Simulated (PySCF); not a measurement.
# `C=C1[C@@H](C)[C@@H](S)[C@H]1C`, C$_{7}$H$_{12}$S

Geometry (Å), atoms numbered from 1 in this order:
```xyz
20

C    -0.731    2.235   -0.231
C    -0.203    1.097    0.165
C    -0.746   -0.097    0.914
C    -1.840   -0.859    0.184
C     0.681   -0.702    0.878
S     0.887   -2.354    0.127
C     1.170    0.486    0.019
C     1.582    0.171   -1.412
H    -1.759    2.486   -0.028
H    -0.154    2.964   -0.774
H    -1.080    0.134    1.930
H    -2.096   -1.772    0.717
H    -1.514   -1.124   -0.819
H    -2.730   -0.239    0.106
H     1.157   -0.746    1.858
H     0.355   -3.015    1.154
H     1.963    1.062    0.505
H     2.484   -0.437   -1.418
H     1.776    1.095   -1.952
H     0.794   -0.373   -1.927
```

Method used: PySCF 2.14.0, TDDFT wB97X-D/def2-SVPD circular dichroism and optical rotation, one conformer, gas phase. Geometry: GFN2-xTB.

The molecule is flexible and this is one conformer; a measurement averages over conformers.

Stereocentres: C3 R, C7 S.

Q: Give the optical rotatory dispersion at 633, 589.3, 546, 436, 405, 365, 355 nm.

A: [α] in deg dm⁻¹ (g/mL)⁻¹:
| λ (nm) | origin-invariant length gauge | modified velocity gauge | length gauge (centre of mass) | isotropic polarisability (au) |
| --- | --- | --- | --- | --- |
| 633 | -118.0 | -119.8 | -117.8 | 103.1 |
| 589.3 | -138.9 | -141.1 | -138.6 | 103.5 |
| 546 | -165.9 | -168.7 | -165.5 | 104.0 |
| 436 | -289.7 | -295.4 | -289.0 | 106.1 |
| 405 | -353.3 | -360.8 | -352.5 | 107.1 |
| 365 | -477.1 | -488.6 | -476.1 | 108.9 |
| 355 | -519.7 | -532.7 | -518.6 | 109.4 |

Q: And for the mirror image at 589.3 nm?

A: +138.9 deg dm⁻¹ (g/mL)⁻¹ (origin-invariant length gauge): the same size and the opposite sign.

Q: What is the molar rotation [Φ] = [α]·M/100 of the geometry above at 589.3 nm?

A: With M = 128.23 g/mol, -178.1 deg cm² dmol⁻¹ (origin-invariant length gauge).

The first excitation lies at 5.73 eV (216 nm) with R = -5.6 × 10⁻⁴⁰ esu² cm² (velocity form).
